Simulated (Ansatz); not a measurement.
A first, cheap relaxation of `[GeH3][Se][GeH3]`.

```yaml
crystal:
  periodic: [false, false, false]
  atoms:
    - {symbol: Ge, position_ang: [0.651100, 0.320400, -1.504400]}
    - {symbol: Se, position_ang: [1.539100, -0.625700, 0.403200]}
    - {symbol: Ge, position_ang: [-0.544900, -0.418300, 1.523200]}
    - {symbol: H, position_ang: [-0.514900, -0.485300, -2.010700]}
    - {symbol: H, position_ang: [1.677300, 0.444600, -2.649300]}
    - {symbol: H, position_ang: [0.099300, 1.805400, -1.169400]}
    - {symbol: H, position_ang: [-1.576100, -1.207900, 0.773900]}
    - {symbol: H, position_ang: [-0.875900, 1.092500, 1.602400]}
    - {symbol: H, position_ang: [-0.366500, -0.972200, 3.013900]}
basis:
  gaussian: {orbitals: def2-SVP}
hamiltonian: {xc: pbe, dispersion: d4}
relax: {f_tol: 0.03, max_steps: 200}
```

```sh
$ ansatz run in.yaml --threads 4 --pin off --events-out ev --progress --plain
```

It prints (some lines left out):

```
Functional definition: PBE
mean field -178435.00726344 eV, -6557.3655693396 hartree, gradient 1.5e-5 eV, S^2 0.000000; 0 other end points of the search recorded, 0 dependent functions left out
relax step   1: F+E_penalty+E_count = -178435.23307032 eV  Δ(F+E_penalty+E_count) = +0.000e0 eV  max|allowed force component| = 1.710e0 eV/Å  Δτ_max = 0.0000 Å  (24 SCF iters, accepted)
mean field -178435.15686362 eV, -6557.3710670446 hartree, gradient 6.8e-5 eV, S^2 0.000000; 0 other end points of the search recorded, 0 dependent functions left out
relax step   2: F+E_penalty+E_count = -178435.38065474 eV  Δ(F+E_penalty+E_count) = -1.476e-1 eV  max|allowed force component| = 2.538e-1 eV/Å  Δτ_max = 0.1005 Å  (24 SCF iters, accepted)
mean field -178435.16925812 eV, -6557.3715225343 hartree, gradient 4.0e-5 eV, S^2 0.000000; 0 other end points of the search recorded, 0 dependent functions left out
relax step   3: F+E_penalty+E_count = -178435.39078459 eV  Δ(F+E_penalty+E_count) = -1.013e-2 eV  max|allowed force component| = 1.324e-1 eV/Å  Δτ_max = 0.0638 Å  (23 SCF iters, accepted)
mean field -178435.17265634 eV, -6557.3716474165 hartree, gradient 3.4e-5 eV, S^2 0.000000; 0 other end points of the search recorded, 0 dependent functions left out
relax step   4: F+E_penalty+E_count = -178435.39200847 eV  Δ(F+E_penalty+E_count) = -1.224e-3 eV  max|allowed force component| = 1.165e-1 eV/Å  Δτ_max = 0.0867 Å  (24 SCF iters, accepted)
mean field -178435.17407674 eV, -6557.3716996152 hartree, gradient 2.6e-5 eV, S^2 0.000000; 0 other end points of the search recorded, 0 dependent functions left out
relax step   5: F+E_penalty+E_count = -178435.39371051 eV  Δ(F+E_penalty+E_count) = -1.702e-3 eV  max|allowed force component| = 1.189e-2 eV/Å  Δτ_max = 0.0234 Å  (25 SCF iters, accepted)
mean field -178435.17407674 eV, -6557.3716996152 hartree, gradient 2.6e-5 eV, S^2 0.000000; 1 other end points of the search recorded, 0 dependent functions left out
Total energy: -178435.39375039 eV, -6557.3797724731 hartree
Atom 0 at     0.634543     0.383678    -1.596447 Å, force    -0.006515    -0.002490     0.009931 eV/Å
Atom 1 at     1.486409    -0.599963     0.393782 Å, force     0.006892    -0.002632     0.001817 eV/Å
Atom 2 at    -0.548795    -0.421091     1.610389 Å, force     0.001877     0.003647    -0.011888 eV/Å
Atom 3 at    -0.537080    -0.464653    -2.159968 Å, force     0.000641     0.001228     0.000308 eV/Å
Atom 4 at     1.818647     0.402772    -2.593735 Å, force     0.000490     0.001155    -0.003225 eV/Å
Atom 5 at     0.137330     1.826853    -1.313943 Å, force     0.000287    -0.000294    -0.001257 eV/Å
Atom 6 at    -1.672564    -1.225284     0.903103 Å, force    -0.000599     0.001142     0.001545 eV/Å
Atom 7 at    -0.975331     1.066653     1.730198 Å, force    -0.001851    -0.000770     0.000482 eV/Å
Atom 8 at    -0.254659    -1.015464     3.009420 Å, force    -0.001221    -0.000986     0.002289 eV/Å
Dipole moment:    -0.203604     0.082075    -0.054372 e Å
```

Hardware: 4 threads of a server CPU on a shared host. Wall time 13 s, peak host memory 0.22 GiB.
